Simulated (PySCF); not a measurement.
Cartesian coordinates (Å):
```xyz
21

W     -0.0342     0.0158    -0.1413
N     -1.1824     1.6194    -0.2159
H     -2.1716     1.6748    -0.4401
H     -0.8148     2.5171     0.0906
N      1.4648     0.9220     0.8704
H      1.5152     1.0375     1.8807
H      2.2218     1.4456     0.4329
N     -1.4722    -0.5615    -1.4413
H     -1.6835    -1.5215    -1.7066
H     -2.0120     0.0760    -2.0251
N      1.4176     0.0120    -1.4783
H      1.1962    -0.1204    -2.4624
H      2.4204     0.0251    -1.3170
C      0.0034    -2.1712     0.0035
H      0.1049    -2.6517    -0.9824
H     -0.8508    -2.6091     0.5407
H      0.9199    -2.3904     0.5813
C     -0.5517    -0.3443     1.9578
H     -0.5671     0.5856     2.5477
H      0.0789    -1.0907     2.4628
H     -1.5842    -0.7374     1.9210
```
Charge 0, spin multiplicity 1.

### Question
Give the charge on the central atom (Mulliken), LUMO, total energy, HOMO–LUMO gap, HOMO and dipole moment at the level TPSSh-D3(BJ)/def2-TZVP // r2SCAN-D4/def2-SVP (PySCF 2.14.0).

### Answer

```yaml
charge on the central atom (Mulliken): 1.32 e
LUMO: -1.88 eV
total_energy: -370.9789 Ha
HOMO–LUMO gap: 3.77 eV
HOMO: -5.65 eV
dipole_moment: 2.36 D
```
